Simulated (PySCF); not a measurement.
Species: trans-PdH(PF3)2F (singlet state).
Bonds: Pd1–P3, Pd1–F7, Pd1–P8, P3–F4, P3–F5, P3–F6, P8–F9, P8–F10, P8–F11. Hydrogens: H2 on Pd1.

Method: PBE0-D3(BJ)/def2-SVP geometry optimisation, gas phase, def2 core potentials past Kr in PySCF; density fitting, grid level 1; the optimiser is geomeTRIC in internal coordinates, started from a GFN2-xTB structure with every atom displaced at random (about 0.03 Å).

The end geometry, which sets the zero of energy:
```
atom  x, y, z in Å
Pd1     0.0546   -0.1266    0.0251
H2      1.5102    0.0151   -0.3762
P3     -0.5703    2.0410    0.0450
F4     -1.5325    2.6562   -1.0453
F5      0.6384    3.0377   -0.3270
F6     -0.9170    2.8145    1.3774
F7     -1.8873    0.8857    0.4615
P8      0.5455   -2.3086   -0.0045
F9     -0.4299   -3.4088    0.5692
F10     1.8652   -2.7562    0.7289
F11     0.8212   -2.9355   -1.4234
```

Question: These geometries come from the run, each turned onto the end geometry. Order them by energy, lowest first.
A.
```
atom  x, y, z in Å
Pd1     0.3902   -0.0409    0.0233
H2      1.9059   -0.0738   -0.2018
P3     -0.5414    2.0643    0.0434
F4     -1.5450    2.4766   -1.1198
F5      0.4007    3.3404   -0.1764
F6     -1.2019    2.6331    1.3603
F7     -1.5970    0.6795    0.2360
P8      0.5691   -2.2392   -0.0129
F9     -0.5120   -2.9910    0.8320
F10     1.8669   -2.9970    0.4553
F11     0.3626   -2.9374   -1.4085
```
B.
```
atom  x, y, z in Å
Pd1     0.0814   -0.1182    0.0199
H2      1.5655    0.0439   -0.2405
P3     -0.5688    2.0420    0.0450
F4     -1.4588    2.6708   -1.0977
F5      0.6508    3.0603   -0.2134
F6     -1.0270    2.7814    1.3629
F7     -1.9015    0.8584    0.3231
P8      0.5517   -2.3079   -0.0151
F9     -0.3515   -3.3524    0.7475
F10     1.9584   -2.7618    0.5286
F11     0.5980   -3.0021   -1.4294
```
C.
```
atom  x, y, z in Å
Pd1     0.2813   -0.0507    0.0208
H2      1.7834    0.0103   -0.2147
P3     -0.5097    2.0896    0.0328
F4     -1.4904    2.5484   -1.1200
F5      0.5241    3.2944   -0.1752
F6     -1.1419    2.6973    1.3423
F7     -1.7259    0.5266    0.2730
P8      0.5578   -2.2414   -0.0133
F9     -0.4736   -3.0835    0.8271
F10     1.8921   -2.9231    0.4665
F11     0.4007   -2.9534   -1.4086
```
D.
```
atom  x, y, z in Å
Pd1     0.1001   -0.1164    0.0178
H2      1.5693    0.0517   -0.3115
P3     -0.5745    2.0399    0.0370
F4     -1.5180    2.6733   -1.0590
F5      0.6209    3.0701   -0.2858
F6     -0.9637    2.7634    1.3863
F7     -1.8826    0.8521    0.3815
P8      0.5602   -2.3032   -0.0166
F9     -0.4295   -3.3323    0.6590
F10     1.9040   -2.7876    0.6453
F11     0.7119   -2.9965   -1.4231
```
E.
```
atom  x, y, z in Å
Pd1     0.3372   -0.0623    0.0226
H2      1.8707    0.0663   -0.2155
P3     -0.5450    2.1029    0.0429
F4     -1.5169    2.5479   -1.1575
F5      0.4914    3.3058   -0.1652
F6     -1.1159    2.7199    1.3833
F7     -1.7023    0.3964    0.2253
P8      0.5635   -2.2565   -0.0083
F9     -0.5109   -2.9795    0.8462
F10     1.8818   -2.9824    0.4664
F11     0.3445   -2.9439   -1.4093
```

Answer: D (0.005 eV), B (0.011 eV), C (0.109 eV), A (0.201 eV), E (0.358 eV).

In the order of the answer:

| step | E above end (eV) | largest force (eV/Å) | rms force component (eV/Å) | rms distance from end (Å) | rms bond change (Å) | bond most changed (Å) |
| --- | --- | --- | --- | --- | --- | --- |
| 15 | 0.005 | 0.13 | 0.041 | 0.078 | 0.002 | Pd1–P3 +0.004 |
| 12 | 0.011 | 0.04 | 0.014 | 0.142 | 0.001 | Pd1–P8 +0.003 |
| 5 | 0.109 | 0.55 | 0.130 | 0.301 | 0.043 | Pd1–F7 -0.129 |
| 3 | 0.201 | 1.44 | 0.333 | 0.359 | 0.039 | Pd1–F7 -0.108 |
| 2 | 0.358 | 1.42 | 0.501 | 0.355 | 0.053 | Pd1–F7 -0.133 |

What follows is the cost of the whole optimisation. On one thread, Arm Neoverse V1 (aarch64), no GPU, shared host with 32 logical CPUs at a one-minute load of 23, this took 9.6 min wall and 0.78 GiB of memory at its peak.
